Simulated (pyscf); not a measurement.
**HO–Nb(F)(F)(F)–F (SMILES [OH][Nb]([F])([F])([F])[F]), singlet**

Gas-phase minimum from PySCF at ωB97X-D3(BJ)/def2-SVP, one conformer. 

```
Nb
F 1 1.8446
F 1 1.8451 2 119.68
F 1 1.8451 2 119.78 3 -173.40
O 1 1.8566 2 91.96 3 93.32
H 5 0.9596 4 136.15 1 -179.97
F 1 1.8743 2 88.20 5 179.97
```
Charge 0, spin multiplicity 1.

Properties at ωB97X-D3(BJ)/def2-SVP:

```
Item                                                                                                                                                                                           Value
---------------------------------------------------------------------------------------------------------------------  -----------------------------------------------------------------------------
Harmonic wavenumbers, unscaled                                                                                         88, 90, 198, 199, 279, 291, 292, 437, 439, 655, 731, 750, 750, 800, 3995 cm⁻¹
Zero-point energy                                                                                                                                                                      14.3 kcal/mol
Rotational symmetry number                                                                                                                                                                         3
Entropy of this conformer at 298 K and 1 atm, rigid rotor and harmonic oscillator, modes under 100 cm⁻¹ raised to 100                                                                358.5 J/(mol K)
Dipole moment                                                                                                                                                                                 3.59 D
```

Single-point totals, which compare only within one level:

```json
[
 {"level": "ωB97X-D3(BJ)/def2-TZVP", "total energy (hartree)": "-532.74632"},
 {"level": "PBE/def2-TZVP", "total energy (hartree)": "-532.29178"},
 {"level": "r²SCAN/def2-TZVP", "total energy (hartree)": "-532.55532"},
 {"level": "B3LYP-D3(BJ)/def2-TZVP", "total energy (hartree)": "-532.73409"},
 {"level": "PBE0-D3(BJ)/def2-TZVP", "total energy (hartree)": "-532.23107"},
 {"level": "M06-2X/def2-TZVP", "total energy (hartree)": "-532.40899"},
 {"level": "ωB97M-D3(BJ)/def2-TZVP", "total energy (hartree)": "-532.73199"}
]
```

Soft torsions are taken as harmonic, which can shift the entropy by several J/(mol K). Elements past Kr carry the def2 core potentials, without spin-orbit coupling.
